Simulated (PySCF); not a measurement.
Numbering as in the mapped SMILES `[CH2:1]=[CH:2][C@@H:3]1[O:4][C:5](=[O:6])[C:7]([CH3:8])=[C:9]1[F:10]`; H(Xn) means a hydrogen on atom n. Ha(C1) is cis to C3; Hb(C1) is trans to C3.

Rapidly exchanging positions averaged, relativity neglected, single conformer, no solvent. Structure optimised with GFN2-xTB; shielding tensors at PBE0/pcSseg-1 (GIAO); PySCF 2.14.

Predict the 2D correlation tables (HSQC, COSY, HMBC).

## Answers



HSQC (one-bond C–H):
| δH | δC |
| --- | --- |
| 5.82 (Ha(C1)) | 128.6 (C1) |
| 5.82 (H(C2)) | 143.3 (C2) |
| 5.74 (Hb(C1)) | 128.6 (C1) |
| 5.08 (H(C3)) | 82.9 (C3) |
| 1.97 (H(C8)) | 9.1 (C8) |

COSY cross peaks (H two or three bonds apart, from the bond graph; peaks can be absent where the dihedral angle is near 90°):
| δH | δH |
| --- | --- |
| 5.82 (Ha(C1)) | 5.82 (H(C2)) |
| 5.82 (Ha(C1)) | 5.74 (Hb(C1)) |
| 5.82 (H(C2)) | 5.74 (Hb(C1)) |
| 5.82 (H(C2)) | 5.08 (H(C3)) |

HMBC (two and three bonds, from the bond graph):
| δH | δC |
| --- | --- |
| 5.82 (Ha(C1)) | 143.3 (C2), 82.9 (C3) |
| 5.82 (H(C2)) | 185.8 (C9), 128.6 (C1), 82.9 (C3) |
| 5.74 (Hb(C1)) | 143.3 (C2), 82.9 (C3) |
| 5.08 (H(C3)) | 185.8 (C9), 174.4 (C5), 143.3 (C2), 128.6 (C1), 113.9 (C7) |
| 1.97 (H(C8)) | 185.8 (C9), 174.4 (C5), 113.9 (C7) |

Scale: ¹H (σ = 31.72 ppm) and ¹³C (σ = 186.93 ppm) vs TMS (reference shieldings calculated alike).

Short H···H contacts in this conformer between protons four or more bonds apart (candidates for NOE cross peaks, intensity ∝ r⁻⁶): Ha(C1)···H(C3) 2.44 Å.

Shifts are as computed. Against solution values, carbons near 30 ppm lie about +3 ppm off and those near 130 ppm about +5 ppm. Of 1211 compounds with measured shifts, 218 miss one by over three times the rms of a fit or turn the order of signals round; such compounds aren't used in these exercises.
